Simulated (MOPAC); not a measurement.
Input file for MOPAC: AM1 on CH4N2O (a complex), monomers drawn apart or pushed together.

```
AM1 1SCF PRECISE CHARGE=0 THREADS=1
CH4N2O

N     -0.34839498 1     0.36281176 1    -0.32613753 1
N      0.36657889 1    -0.35850908 1     0.07092464 1
C      0.19604217 1    -0.49762381 1     4.12278018 1
O     -0.66479050 1     0.43710603 1     3.48580888 1
H      0.89322534 1    -0.01149837 1     4.81398761 1
H      0.77278058 1    -0.98029945 1     3.33541583 1
H     -0.36186518 1    -1.26880104 1     4.66517340 1
H     -1.19095737 1     0.88162162 1     4.15739526 1
```

Program output:

```
*******************************************************************************
 **                                                                           **
 **                              MOPAC v23.2.5                                **
 **                                                                           **
 *******************************************************************************
 ** MOPAC's Digital Object Identifier: https://doi.org/10.5281/zenodo.6511958 **
 **                                                                           **
 ** Please cite the open-source release paper for use of this MOPAC version:  **
 ** J. E. Moussa and J. J. P. Stewart (2026)                                  **
 ** MOPAC: An open-source semiempirical molecular orbital program             **
 ** J. Open Source Softw., 11(119), 8025, https://doi.org/10.21105/joss.08025 **
 *******************************************************************************

                              AM1 CALCULATION RESULTS

 *******************************************************************************
 *  AM1        - The AM1 Hamiltonian to be used
 *
 *
 *
 *                 CHARGE ON SYSTEM = 0
 *
 *
 *
 *  PRECISE    - TIGHTER CRITERIA TO BE USED
 *  1SCF       - DO 1 SCF AND THEN STOP
 *  THREADS=1  - MULTI-THREADING NOT USED
 *  T=         - A TIME OF 172800.0 SECONDS REQUESTED
 *  DUMP=N     - RESTART FILE WRITTEN EVERY 7200.0 SECONDS REQUESTED
 *******************************************************************************
AM1 1SCF PRECISE CHARGE=0 THREADS=1
 CH4N2O

   ATOM   CHEMICAL          X               Y               Z
  NUMBER   SYMBOL      (ANGSTROMS)     (ANGSTROMS)     (ANGSTROMS)

     1       N         -0.34839498  *   0.36281176  *  -0.32613753  *
     2       N          0.36657889  *  -0.35850908  *   0.07092464  *
     3       C          0.19604217  *  -0.49762381  *   4.12278018  *
     4       O         -0.66479050  *   0.43710603  *   3.48580888  *
     5       H          0.89322534  *  -0.01149837  *   4.81398761  *
     6       H          0.77278058  *  -0.98029945  *   3.33541583  *
     7       H         -0.36186518  *  -1.26880104  *   4.66517340  *
     8       H         -1.19095737  *   0.88162162  *   4.15739526  *



          CARTESIAN COORDINATES

    NO.       ATOM           X           Y           Z

     1         N         -0.3484      0.3628     -0.3261
     2         N          0.3666     -0.3585      0.0709
     3         C          0.1960     -0.4976      4.1228
     4         O         -0.6648      0.4371      3.4858
     5         H          0.8932     -0.0115      4.8140
     6         H          0.7728     -0.9803      3.3354
     7         H         -0.3619     -1.2688      4.6652
     8         H         -1.1910      0.8816      4.1574

  H: (AM1): M.J.S. DEWAR ET AL, J. AM. CHEM. SOC. 107 3902-3909 (1985)
  C: (AM1): M.J.S. DEWAR ET AL, J. AM. CHEM. SOC. 107 3902-3909 (1985)
  N: (AM1): M.J.S. DEWAR ET AL, J. AM. CHEM. SOC. 107 3902-3909 (1985)
  O: (AM1): M.J.S. DEWAR ET AL, J. AM. CHEM. SOC. 107 3902-3909 (1985)

           Empirical Formula: C H4 N2 O  =     8 atoms



      MOLECULAR POINT GROUP   :   Cs


      RHF CALCULATION, NO. OF DOUBLY OCCUPIED LEVELS = 12


 -------------------------------------------------------------------------------
 AM1 1SCF PRECISE CHARGE=0 THREADS=1
 CH4N2O



     1SCF WAS SPECIFIED, SO BFGS WAS NOT USED
     SCF FIELD WAS ACHIEVED


                              AM1 CALCULATION
                                                       MOPAC v23.2.5 Linux




          FINAL HEAT OF FORMATION =        -44.60229 KCAL/MOL =    -186.61597 KJ/MOL


          COSMO AREA              =        113.87 SQUARE ANGSTROMS
          COSMO VOLUME            =         89.78 CUBIC ANGSTROMS

          IONIZATION POTENTIAL    =         11.245717 EV
          HOMO LUMO ENERGIES (EV) =        -11.246  1.425
          NO. OF FILLED LEVELS    =         12
          MOLECULAR WEIGHT        =         60.0554         POINT GROUP:  Cs

          MOLECULAR DIMENSIONS (Angstroms)

            Atom       Atom       Distance
            H     5    N     1     5.30119
            H     8    N     2     2.88848
            N     1    H     7     1.71254


          SCF CALCULATIONS        =          1





   ATOM   CHEMICAL          X               Y               Z
  NUMBER   SYMBOL      (ANGSTROMS)     (ANGSTROMS)     (ANGSTROMS)

     1       N         -0.34839498  *   0.36281176  *  -0.32613753  *
     2       N          0.36657889  *  -0.35850908  *   0.07092464  *
     3       C          0.19604217  *  -0.49762381  *   4.12278018  *
     4       O         -0.66479050  *   0.43710603  *   3.48580888  *
     5       H          0.89322534  *  -0.01149837  *   4.81398761  *
     6       H          0.77278058  *  -0.98029945  *   3.33541583  *
     7       H         -0.36186518  *  -1.26880104  *   4.66517340  *
     8       H         -1.19095737  *   0.88162162  *   4.15739526  *

                             CARTESIAN COORDINATES

   1    N       -0.348394980     0.362811760    -0.326137530
   2    N        0.366578890    -0.358509080     0.070924640
   3    C        0.196042170    -0.497623810     4.122780180
   4    O       -0.664790500     0.437106030     3.485808880
   5    H        0.893225340    -0.011498370     4.813987610
   6    H        0.772780580    -0.980299450     3.335415830
   7    H       -0.361865180    -1.268801040     4.665173400
   8    H       -1.190957370     0.881621620     4.157395260


           Empirical Formula: C H4 N2 O  =     8 atoms



      MOLECULAR POINT GROUP   :   Cs


                  EIGENVALUES
 -41.55500 -37.76212 -27.39443 -21.08391 -18.31386 -16.12500 -16.11115 -15.46783
 -15.35854 -13.99164 -12.58755 -11.24572   1.42548   1.44082   3.65489   4.13446
   4.28380   4.74200   6.24400   6.39387


              NET ATOMIC CHARGES AND DIPOLE CONTRIBUTIONS

  ATOM NO.   TYPE          CHARGE      No. of ELECS.   s-Pop       p-Pop
    1          N           0.002497        4.9975     1.83771     3.15979
    2          N          -0.002488        5.0025     1.83749     3.16500
    3          C          -0.067399        4.0674     1.22338     2.84401
    4          O          -0.333052        6.3331     1.86976     4.46329
    5          H           0.052724        0.9473     0.94728
    6          H           0.096176        0.9038     0.90382
    7          H           0.052646        0.9474     0.94735
    8          H           0.198897        0.8011     0.80110
 DIPOLE           X         Y         Z       TOTAL
 POINT-CHG.     0.345    -0.464     0.996     1.151
 HYBRID        -0.164     0.091     0.612     0.640
 SUM            0.182    -0.372     1.608     1.660


          ATOMIC ORBITAL ELECTRON POPULATIONS

     Atom    s        px        py        pz
    1  N   1.83771   1.06848   1.06980   1.02151
    2  N   1.83749   1.07109   1.07229   1.02162
    3  C   1.22338   0.93659   0.92246   0.98497
    4  O   1.86976   1.56230   1.56449   1.33651
    5  H   0.94728
    6  H   0.90382
    7  H   0.94735
    8  H   0.80110

 **********************
 *                    *
 * JOB ENDED NORMALLY *
 *                    *
 **********************




 == MOPAC DONE ==
```

The run finished.

Cost: very roughly 0.020 core-seconds.
